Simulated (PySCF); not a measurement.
Ga(Br)(OH)2 (BrGaH2O2), SMILES [OH][Ga]([OH])[Br]. Atoms are numbered in the order given.

```xyz
6

Ga    -0.0022     0.7532     0.0000
Br    -0.0138    -1.5320     0.0000
O     -1.5510     1.6219     0.0000
H     -1.4356     2.5824     0.0000
O      1.5103     1.6949     0.0000
H      2.3110     1.1536     0.0000
```
Charge 0, spin multiplicity 1.

The structure is a stationary point at B3LYP-D3(BJ)/def2-SVP. Other conformers were not sampled.

Computed with B3LYP-D3(BJ)/def2-SVP (PySCF).

Frequencies are harmonic and unscaled.

```tsv
mode	ν (cm⁻¹)	IR (km/mol)	Raman (Å⁴/amu)	depolarisation	moving atoms (share of kinetic energy)
1	130	6.1	1.5	0.73	O 54 %, Ga 24 %, Br 14 %
2	167	13.2	0.0	–	Ga 47 %, O 44 %
3	175	21.0	2.2	0.63	O 74 %, H 13 %, Br 9 %
4	303	30.2	6.0	0.16	Br 47 %, Ga 45 %
5	323	220.0	0.7	0.75	H 92 %, O 8 %
6	345	3.3	0.8	0.75	H 91 %, O 9 %
7	690	67.8	15.7	0.07	O 87 %, Ga 12 %
8	739	113.0	3.9	0.67	O 74 %, Ga 24 %
9	817	59.1	1.4	0.75	H 91 %
10	846	123.0	1.9	0.75	H 89 %, O 8 %
11	3831	85.4	143.6	0.29	H 94 %
12	3844	71.0	97.8	0.24	H 94 %
```
